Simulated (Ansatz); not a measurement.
```yaml
crystal:
  periodic: [false, false, false]
  atoms:
    - {symbol: Ga, position_ang: [0.000034, 0.000018, 0.000023]}
    - {symbol: Br, position_ang: [-0.020098, -0.010564, 2.643695]}
    - {symbol: Br, position_ang: [0.019954, 0.010498, -2.643595]}
    - {symbol: Br, position_ang: [2.643821, 0.005676, 0.019926]}
    - {symbol: Br, position_ang: [-2.643579, -0.005735, -0.019986]}
    - {symbol: Br, position_ang: [-0.005861, 2.644254, 0.010474]}
    - {symbol: Br, position_ang: [0.005730, -2.644157, -0.010537]}
basis:
  gaussian: {orbitals: def2-TZVPD}
total_charge: -3
magnetization: {spin_polarized: true, initial_magnetization: 2}
hamiltonian: {xc: pbe0, dispersion: d4}
scf: {omitted_lower_state_checks: [starts]}
output: {orbitals: {seedname: orbitals}}
```

```sh
$ ansatz run in.yaml --threads 4 --pin off --events-out ev --progress --plain --max-ram 4787MiB
```

(1) Does this run fit into the memory that it is given?

## Answers

(1) No. It has 396 basis functions, and Ansatz plans for 8 GiB where 5 GiB are given.
